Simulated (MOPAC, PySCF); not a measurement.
Internal rotation in SMILES [se]1c(C=Cc2cccnc2)ccc1 (C11H9NSe), singlet. Scanned: dihedral C2–C1–C8–C9; all other coordinates were relaxed at GFN2-xTB. Points at φ and −φ are mirror images. Heavy atoms are numbered in the order of the SMILES C(=Cc1ccc[se]1)c1cccnc1, hydrogens after them in the order of the atoms that carry them; the mirror image has the same energies with the sign of each dihedral reversed. Each profile is relative to its own lowest point.

```
φ / °     A    B    C
-----  ----  ---  ---
-150    1.8  1.3  0.0
-120    6.8  5.2  0.4
-90    11.2  8.7  0.5
-60     7.1  5.5  0.4
-30     1.6  1.1  0.0
0       0.0  0.0  0.4
30      1.6  1.1  0.0
60      7.1  5.5  0.4
90     11.2  8.7  0.5
120     6.8  5.2  0.4
150     1.8  1.3  0.0
180     0.6  0.6  0.4
```

Energies in mEh.

Q: Match the curves with the methods PM6, restricted, heats of formation // GFN2-xTB (MOPAC 23.2.5); restricted B3LYP/6-31G*, spherical d, density fitting // GFN2-xTB run with PySCF; PySCF with restricted LDA (SVWN5)/6-31G*, spherical d, density fitting // GFN2-xTB.

A: A is RKS-LDA (SVWN5)/6-31G*; B is RKS-B3LYP/6-31G*; C is PM6.
